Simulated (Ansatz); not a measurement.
Computed with Ansatz (a quantum-chemistry and plane-wave program) with frozen-core CCSD(T)/def2-TZVPP // B3LYP-D3(BJ)/def2-TZVP.

Ansatz 0.2 input:
```yaml
crystal:
  periodic: [false, false, false]
  atoms:
    - { symbol: O, position_ang: [1.958484, 0.325648, 0.112208] }
    - { symbol: In, position_ang: [0.000174, -0.000023, 0.000042] }
    - { symbol: O, position_ang: [-0.688722, -1.851538, -0.225722] }
    - { symbol: O, position_ang: [-1.269802, 1.525712, 0.113637] }
    - { symbol: H, position_ang: [2.462565, -0.493104, 0.044169] }
    - { symbol: H, position_ang: [-1.651523, -1.873265, -0.266147] }
    - { symbol: H, position_ang: [-0.811175, 2.366572, 0.221812] }
basis:
  gaussian: { orbitals: def2-TZVPP }
correlation:
  method: ccsd_t
```

Output:

```
Functional definition: HF
1331 factors; integrals over basis functions are off by at most 6.2e-4 eV
mean field evaluation 1: about -11304.5982 eV, gradient 6.4e1 eV
mean field evaluation 2: about -11304.6536 eV, gradient 6.4e1 eV
mean field evaluation 4: about -11311.5020 eV, gradient 2.6e0 eV
mean field evaluation 8: about -11311.5421 eV, gradient 1.9e-1 eV
mean field evaluation 16: about -11304.5982 eV, gradient 6.4e1 eV
mean field -11311.54224012 eV, -415.6915100857 hartree, gradient 1.4e-6 eV, S^2 0.000000; 0 other end points of the search recorded, 0 dependent functions left out
7 core orbitals not correlated
reference -11311.54224012 eV, -415.6915100857 hartree; 17, 17 occupied and 161, 161 virtual orbitals, 1331 factors
second order -27.80810563 eV of doubles, -0.00000000 eV of singles
cycle   1  -26.78465663 eV  change     1.0e0 eV  update   1.4e-1
cycle   2  -27.45509272 eV  change   -6.7e-1 eV  update   4.6e-2
cycle   3  -27.63325086 eV  change   -1.8e-1 eV  update   2.6e-2
cycle   4  -27.61803054 eV  change    1.5e-2 eV  update   8.1e-3
cycle   5  -27.61063123 eV  change    7.4e-3 eV  update   3.3e-3
cycle   6  -27.61240869 eV  change   -1.8e-3 eV  update   1.2e-3
cycle   7  -27.61208174 eV  change    3.3e-4 eV  update   4.0e-4
cycle   8  -27.61185502 eV  change    2.3e-4 eV  update   1.4e-4
cycle   9  -27.61192422 eV  change   -6.9e-5 eV  update   5.9e-5
cycle  10  -27.61196259 eV  change   -3.8e-5 eV  update   2.1e-5
perturbative correction -0.99635877 eV, -0.0366155094 hartree
Total energy: -11340.15056148 eV, -416.7428465044 hartree
```

Cost: very roughly 3 core-minutes.
